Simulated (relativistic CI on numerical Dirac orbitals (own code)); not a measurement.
## Level scheme of Pb LIV

Calculated at this level of theory: Dirac-Coulomb-Breit CI, orbitals from a KLI potential per configuration, model QED, unscaled Slater integrals (own radial code, finite nucleus).

Configuration list (outside the closed core [Ar]): 3d10 4s, 3d10 4p, 3d10 4d, 3d10 4f, 3d10 5s, 3d10 5p, 3d10 5d, 3d10 5f, 3d10 5g, 3d10 6s, 3d10 6p, 3d9 4s2, 3d10 6d, 3d10 6f, 3d9 4s 4p, 3d10 7s, 3d9 4s 4d, 3d10 8s, 3d9 4s 4f, 3d9 4s 5s, 3d9 4s 5p, 3d9 4s 5d, 3d9 4s 5f. Double excitations out of closed p, d and f shells are left out; levels of such configurations are missing from the list, as are those of other unlisted configurations, and high levels can miss mixing partners.

The lowest level is 3d10 4s 2S_1/2, with 100 % of that term; Hund's rules for 3d10 4s give 2S with J = 1/2, in agreement.

```csv
No.,Configuration,Term,J,E (eV),%,Next component (%),Landé g
1,3d10 4s,2S,1/2,0.00,100,,1.993
2,3d10 4p,2P°,1/2,117.99,100,,0.656
3,3d10 4p,2P°,3/2,292.44,100,,1.327
4,3d10 4d,2D,3/2,470.09,100,,0.793
5,3d10 4d,2D,5/2,506.92,100,,1.194
6,3d10 4f,2F°,5/2,695.17,100,,0.851
7,3d10 4f,2F°,7/2,705.33,100,,1.137
8,3d10 5s,2S,1/2,1307.25,100,,1.997
9,3d10 5p,2P°,1/2,1365.05,100,,0.660
10,3d10 5p,2P°,3/2,1447.60,100,,1.330
11,3d10 5d,2D,3/2,1532.79,100,,0.795
12,3d10 5d,2D,5/2,1550.75,100,,1.197
13,3d10 5f,2F°,5/2,1634.68,100,,0.853
14,3d10 5f,2F°,7/2,1640.46,100,,1.140
15,3d10 5g,2G,7/2,1684.96,100,,0.885
16,3d10 5g,2G,9/2,1687.41,100,,1.108
17,3d10 6s,2S,1/2,1962.67,100,,1.999
18,3d10 6p,2P°,1/2,1994.95,100,,0.662
19,3d9 4s2,2D,5/2,2029.10,100,,1.186
20,3d10 6p,2P°,3/2,2040.57,100,,1.331
21,3d10 6d,2D,3/2,2087.93,100,,0.797
22,3d10 6d,2D,5/2,2098.06,100,,1.198
23,3d9 4s 4p,4P°,5/2,2129.80,30,29 4D°,1.266
24,3d9 4s2,2D,3/2,2137.87,100,,0.785
25,3d9 4s 4p,2F°,7/2,2139.14,39,38 4F°,1.234
26,3d9 4s 4p,2F°,5/2,2139.57,39,24 4P°,1.135
27,3d9 4s 4p,2P°,3/2,2140.77,36,31 2D°,1.133
28,3d10 6f,2F°,5/2,2143.66,100,,0.854
29,3d10 6f,2F°,7/2,2147.11,100,,1.141
30,3d9 4s 4p,4F°,3/2,2238.95,65,16 2D°,0.621
```

Energies count from the lowest computed level; ° marks odd parity.

The mean weight of the leading LS term, summed over parents, in these 30 levels is 90 %, and that of the leading jj configuration (from the same eigenvectors) 100 %.

At this charge energies of transitions that change n are usually good to better than 1 %, and those within a shell (Δn = 0) to a few per cent.

LS names give the leading component of a level, which can be under half, so a name can repeat, a term be missing and a line seem to break the LS rules.
